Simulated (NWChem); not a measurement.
Species: H2S2 cation, doublet; SMILES of the neutral closed-shell parent SS

```xyz
4

S      0.0478    -1.0029     0.0000
S     -0.0478     1.0029     0.0000
H     -1.3065    -1.1629     0.0000
H      1.3065     1.1629     0.0000
```
Atoms are numbered in this order, from 1.

Program: NWChem. Spin-unrestricted. In the optimisation the excess spin sits in bg (C2h, its own frame). Geometry: optimised at PBE0/def2-SVP, spin-unrestricted. The spin multiplicity was typed, not searched, and may not be the lowest. No stability test was run on the SCF state. Vertical excitations in the gas phase; the lowest state need not have the same character in each row. Excited states of an open shell can be spin-contaminated.

For level PBE/def2-SVPD, TDA:

```
Quantity                                                     Result
-----------------------------------------------------------  ------
lowest state with f > 0.02 (eV)                                4.01
lowest empty minus highest occupied level, either spin (eV)    1.08
```

Estimate the same quantities for level PBE0/def2-SVPD, TDA.


- lowest state with f > 0.02 (eV) = 3.75
- lowest empty minus highest occupied level, either spin (eV) = 3.33
